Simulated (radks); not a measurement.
The numbers below are computed, except where a source is named.
Ionisation of neutral rhodium, [Kr] 4d8 5s1, to Rh+, [Kr] 4d8, under several functionals. Dirac Kohn-Sham, spin-unpolarised, spherical densities, finite nucleus; open shells fill j = l - 1/2 first; a radial shooting solver on a logarithmic mesh with Libxc functionals.

functional                                        E(Rh) (hartree)  Exc (hartree)  IE (eV)  -e(HOMO) (eV)  <r> HOMO (bohr)  IE error (eV)
OLYP                                                  -4786.87969     -140.85137    7.103          3.920            3.403         -0.355
LDA (Slater exchange, Perdew-Wang correlation)        -4780.33714     -134.11439    7.776          4.579            3.255         +0.317
PBEsol                                                -4782.56298     -136.37364    7.455          4.320            3.277         -0.004
LDA (Slater exchange, Perdew-Zunger correlation)      -4780.33561     -134.11238    7.784          4.587            3.254         +0.325
PBE                                                   -4784.95260     -138.79972    7.454          4.294            3.309         -0.005
HCTH/407                                              -4788.04744     -142.09449    7.432          4.266            3.400         -0.027
B86b exchange with PBE correlation                    -4785.56874     -139.42452    7.475          4.319            3.299         +0.016
RPBE                                                  -4785.25097     -139.10718    7.327          4.179            3.348         -0.132

NIST Atomic Spectra Database: 7.459 eV (measured). Closest: PBEsol. The Delta-SCF values span 0.68 eV, the total energies 7.71 hartree. The highest occupied level is 5s1/2. Spin polarisation and multiplet splitting are left out, so open shells lie too high by an amount that depends on their filling.

Beside tabulated values, note that spin-unpolarised runs miss the spin-polarisation part of the exchange energy of open shells.
